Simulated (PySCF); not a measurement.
**Excitation energies in several basis sets**

Species: m-cresol, C7H8O.
Cartesian coordinates in Å at the PBE0-D3(BJ)/def2-SVP level; atoms count from 1:
```xyz
16
C7H8O angstrom
C      2.5906   -0.0743    0.1161
C      1.0949   -0.2084    0.1166
C      0.4807   -1.4559    0.2620
C     -0.9106   -1.5563    0.2916
C     -1.7112   -0.4265    0.1751
C     -1.1072    0.8262    0.0260
O     -1.9122    1.9044   -0.0891
C      0.2858    0.9269   -0.0028
H      2.9270    0.7059   -0.5828
H      3.0783   -1.0184   -0.1646
H      2.9609    0.2030    1.1173
H      1.0962   -2.3544    0.3508
H     -1.3808   -2.5364    0.4043
H     -2.8006   -0.4883    0.1931
H     -1.3696    2.6942   -0.1834
H      0.7500    1.9122   -0.1227
```

TDDFT with PBE0 (PySCF), vertical singlets, core orbitals frozen in the response, spherical d and f functions. Geometry: PBE0-D3(BJ)/def2-SVP, one conformer, isolated molecule.

**Question.** Compare 6-31G*, def2-SVP, 6-31+G*, def2-SVPD, aug-cc-pVDZ and def2-TZVP for this molecule.

**Answer.** 

| basis | functions | diffuse | S1 (eV) | S2 (eV) | S3 (eV) | S4 (eV) | S5 (eV) | LUMO (eV) | α (au) |
| --- | --- | --- | --- | --- | --- | --- | --- | --- | --- |
| 6-31G* | 128 | no | 5.24 | 6.11 | 7.00 | 7.07 | 7.08 | 0.24 | 71.3 |
| def2-SVP | 152 | no | 5.17 | 6.04 | 6.70 | 6.91 | 7.01 | -0.05 | 75.0 |
| 6-31+G* | 160 | yes | 5.09 | 5.44 | 5.86 | 6.03 | 6.20 | -0.22 | 83.0 |
| def2-SVPD | 227 | yes | 5.08 | 5.84 | 5.87 | 6.44 | 6.62 | -0.27 | 86.2 |
| aug-cc-pVDZ | 256 | yes | 5.02 | 5.27 | 5.71 | 5.77 | 5.97 | -0.30 | 88.4 |
| def2-TZVP | 296 | no | 5.07 | 5.87 | 6.19 | 6.68 | 6.81 | -0.21 | 84.0 |

States are compared by their number. Against the largest diffuse basis here (aug-cc-pVDZ, itself not a converged limit), sets without diffuse functions differ by up to 0.22 eV in S1 and 1.11 eV in S5; the smaller diffuse sets differ by up to 0.07 and 0.65 eV. State by state, the largest deviation of a set without diffuse functions is S1 0.22, S2 0.83, S3 1.29, S4 1.30, S5 1.11 eV. The same number needn't mean the same state in each row. Against aug-cc-pVDZ the polarisability deviates by -19% in 6-31G*, -15% in def2-SVP, -6% in 6-31+G*, -3% in def2-SVPD, -5% in def2-TZVP. A single + in a Pople set puts diffuse functions on heavy atoms only.
